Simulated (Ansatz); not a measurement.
Consider the ligand exchange at a B–S bond: `BSC(=C)CF` + `OC([SiH3])Br` → `BOC([SiH3])Br` + `C=C(S)CF`.

Isolated molecules relaxed with PBE0-D4/def2-TZVP in Ansatz; ΔE leaves out vibrations. CBS: MP2 limit from def2 TZ/QZ plus the TZ coupled-cluster correction, frozen cores. DFT in def2-TZVPP. For Br outer-core shells are correlated without core-valence functions, which leaves a few kJ/mol of doubt a bond. Scalar relativity is left out up to krypton. Each species was taken in one conformer, which may not be the lowest.

```csv
level,ΔE (kJ/mol)
ωB97M-V,-72.9
CCSD/CBS(def2),-86.6
```

What does CCSD(T)/CBS give? (An estimate is asked.)

Ansatz gave: -77.6 kJ/mol. The listed levels differ from it by 4.7, -9.0 kJ/mol.

Largest T1 diagnostic among the species: 0.012.

In def2-TZVPP, CCSD(T) changes the Hartree–Fock value by +50.8 kJ/mol (the triples alone add +9.0 kJ/mol) and MP2 by +69.8 kJ/mol.

CCSD(T)/CBS has its own doubt, a few kJ/mol and more with outer-core shells, so smaller differences from it don't rank the levels.
